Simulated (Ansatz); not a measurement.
Calculated with Ansatz (gas phase, PBE0-D4/def2-TZVP geometries, no zero-point term in ΔE). CCSD(T)/CBS adds triple-zeta CCSD(T) − MP2 to the extrapolated MP2 energy (def2 sets, frozen cores). This one scheme is used for every species. Double bonds are as drawn, so ΔE can hold a change between cis and trans. Functionals use def2-TZVPP. One conformer a species, not always the lowest.

Reaction (formal hydrolysis of a C–Cl bond): `C/C(Cl)=N\[SiH3]` + H₂O → `C/C(O)=N\[SiH3]` + HCl

```json
{"level": "r2SCAN", "ΔE (kcal/mol)": "-9.7"}
{"level": "PBE0", "ΔE (kcal/mol)": "-10.1"}
{"level": "CCSD(T)/def2-TZVPP", "ΔE (kcal/mol)": "-9.6"}
{"level": "CCSD/CBS(def2)", "ΔE (kcal/mol)": "-8.9"}
```

(1) What does CCSD(T)/CBS give? (An estimate is asked.)

Largest T1 diagnostic among the species: 0.013.

Results:

(1) Ansatz gave: -8.1 kcal/mol. The listed levels differ from it by -1.6, -2.0, -1.5, -0.8 kcal/mol.

The D4 term adds +0.8 kcal/mol with B3LYP and +0.4 kcal/mol with PBE0; it sums over pairs of atoms, weighted by their polarisabilities, and B3LYP, whose exchange is more repulsive, gets the larger term. From PBE to PBE0 (25 % exact exchange), in def2-TZVPP and without D4, ΔE moves by −1.2 kcal/mol. In def2-TZVPP, CCSD(T) changes the Hartree–Fock value by +3.7 kcal/mol (the triples alone add +0.8 kcal/mol) and MP2 by +5.3 kcal/mol.

B3LYP here is the variant with VWN-RPA as its local correlation; programs differ in this.
